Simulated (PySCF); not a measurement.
# Electron correlation in Se (selenium, neutral)

[Ar] 3d10 4s2 4p3 4d1, high-spin 5D determinant (an excited configuration). All numbers are calculated (PySCF 2.14, the spin-free X2C one-electron Hamiltonian (Gaussian nucleus), in aug-cc-pVQZ-DK). Frozen: [Ar] 3d10; 6 electrons correlated.

```tsv
level	correlation energy (mhartree)
CCSD	-103.24
(T)	-3.66
CCSD(T)	-106.90
```

Diagnostics: T1 = 0.0065, D1 = 0.0188, largest double amplitude 0.038.

The outer electron is Rydberg-like, and this basis confines it to a smaller radius and binds it less than a complete one would.

Cost of the coupled-cluster step: about 20 core-seconds, for 6 correlated electrons.

Iterations:

```
CC2 = 0
CCSD nocc = (np.int64(5), np.int64(1)), nmo = (79, 79)
frozen orbitals [[0, 1, 2, 3, 4, 5, 6, 7, 8, 9, 10, 11, 12, 13], [0, 1, 2, 3, 4, 5, 6, 7, 8, 9, 10, 11, 12, 13]]
max_cycle = 100
direct = 0
conv_tol = 1e-08
conv_tol_normt = 1e-06
diis_space = 8
diis_start_cycle = 0
Init t2, MP2 energy = -0.0897283425377611
Init E_corr(UCCSD) = -0.0897283425381503
cycle = 1  E_corr(UCCSD) = -0.100442399796295  dE = -0.0107140573  norm(t1,t2) = 0.0351191
cycle = 2  E_corr(UCCSD) = -0.102469173784617  dE = -0.00202677399  norm(t1,t2) = 0.0102859
cycle = 3  E_corr(UCCSD) = -0.103272238928818  dE = -0.000803065144  norm(t1,t2) = 0.00399741
cycle = 4  E_corr(UCCSD) = -0.103237179561244  dE = 3.50593676e-05  norm(t1,t2) = 0.000774612
cycle = 5  E_corr(UCCSD) = -0.10323517154699  dE = 2.00801425e-06  norm(t1,t2) = 0.000161666
cycle = 6  E_corr(UCCSD) = -0.103235353093403  dE = -1.81546412e-07  norm(t1,t2) = 2.90176e-05
cycle = 7  E_corr(UCCSD) = -0.10323537083626  dE = -1.77428573e-08  norm(t1,t2) = 7.30758e-06
cycle = 8  E_corr(UCCSD) = -0.103235372069853  dE = -1.23359335e-09  norm(t1,t2) = 2.05316e-06
cycle = 9  E_corr(UCCSD) = -0.103235368066238  dE = 4.00361477e-09  norm(t1,t2) = 4.64298e-07
UCCSD converged
E(UCCSD) = -2427.902936320671  E_corr = -0.1032353680662385
UCCSD(T) correction = -0.0036591280019782
```
